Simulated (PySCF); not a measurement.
Simulated Si 2p region for `[SiH3]N([SiH3])[SiH3]`, binding energy against the vacuum level.

Every computed line was given a Gaussian of 0.4 eV full width at half maximum and an area set by the number of equivalent atoms (split 2:1 within a doublet); the highest printed point is 100. Method: PySCF 2.14.0, delta-SCF UKS SCAN, pcX-3 on the ionised atom, pcseg-2 elsewhere, spin-free X2C.

binding energy (eV), intensity and a bar:
```
    106.5          1 
    106.6          4 #
    106.7         14 ####
    106.8         39 ############
    106.9         74 ######################
    107.0        100 ##############################
    107.1         96 #############################
    107.2         66 ####################
    107.3         36 ###########
    107.4         26 ########
    107.5         35 ##########
    107.6         48 ##############
    107.7         50 ###############
    107.8         37 ###########
    107.9         19 ######
    108.0          7 ##
    108.1          2 
    108.2          0
```

Task: How many maxima does the curve show, and how many computed lines lie under it?

Result: The curve has 2 maxima (at 107.0 and 107.7 eV). Under it lie 2 lines from 1 inequivalent silicon site, drawn as a 2p3/2, 2p1/2 pair.

Task: Decompose the envelope and assign each component. Numbering: `[SiH3:1][N:2]([SiH3:3])[SiH3:4]`.

Result: 
```csv
position (eV),relative area,line,atoms,environment
107.04,2.00,Si 2p3/2,Si1/Si3/Si4,SiH3 silicon
107.66,1.00,Si 2p1/2,Si1/Si3/Si4,SiH3 silicon
```

Task: What are the centre and the root-mean-square width of the whole band?

Result: The area-weighted mean of the lines is 107.25 eV. Their own spread about it is 0.29 eV (rms) and each Gaussian has σ = 0.4/2.355 = 0.17 eV; the variances add, which gives 0.34 eV.

The curve has no shake-up lines and no vibrational structure. One atom of each set of topologically equivalent atoms was ionised and stands for the set; in this conformer not all members are related by symmetry, and their own values weren't computed. Spin–orbit and ligand-field terms were added within each 2p shell after the spin-free SCF. 2p1/2 minus 2p3/2 (ligand field included): Si 0.63 eV. Geometry: PBE0-D3(BJ)/def2-TZVP; no solvent, vibrations or thermal averaging.
